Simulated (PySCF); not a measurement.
Atoms are numbered as in `[Cl:1][c:2]1[cH:3][cH:4][n:5][cH:6][n:7]1`; H(Xn) means a hydrogen on atom n.

- geometry: GFN2-xTB
- NMR shieldings at PBE0/pcSseg-1/GIAO
- code: PySCF
- isolated molecule, a single conformation, relativity neglected

Scale: TMS for ¹³C (σref 186.93) and ¹H (σref 31.72); ³⁵Cl (σref 949.78) against HCl; ¹⁵N (σref 267.73) against NH3 (reference shieldings calculated alike).

| atoms | nucleus | count | Hirshfeld charge | δ (ppm) |
| --- | --- | --- | --- | --- |
| N7 | ¹⁵N | 1 | -0.17 | 330.5 |
| Cl1 | ³⁵Cl | 1 | -0.01 | ? |
| H(C6) | ¹H | 1 | 0.06 | 9.29 |
| C6 | ¹³C | 1 | 0.09 | 164.8 |
| C4 | ¹³C | 1 | 0.04 | 164.2 |
| H(C4) | ¹H | 1 | 0.07 | 8.89 |
| H(C3) | ¹H | 1 | 0.06 | 7.36 |
| C2 | ¹³C | 1 | 0.09 | ? |
| C3 | ¹³C | 1 | -0.06 | 128.0 |
| N5 | ¹⁵N | 1 | -0.17 | ? |

Fill in the missing shifts.

Results:


- C2: 173.5 ppm, aromatic carbon bearing chlorine
- Cl1: 319 ppm, chlorine bonded to C
- N5: 328.5 ppm, pyridine-type ring nitrogen

Carbons that carry Cl, above all several Cl atoms, come out too deshielded, partly because spin–orbit coupling is missing. Shifts are as computed. Against solution values, carbons near 30 ppm lie about +3 ppm off and those near 130 ppm about +5 ppm; carbons on Cl a further +6 ppm. Of 1211 compounds with measured shifts, 218 miss one by over three times the rms of a fit or turn the order of signals round; such compounds aren't used in these exercises. Experimental scales use liquid or dissolved standards, which lie at an offset from isolated NH3 (liquid NH3: subtract about 20 ppm). Unscaled 15N shifts of sp2 nitrogen come out 20 to 40 ppm too high even then.
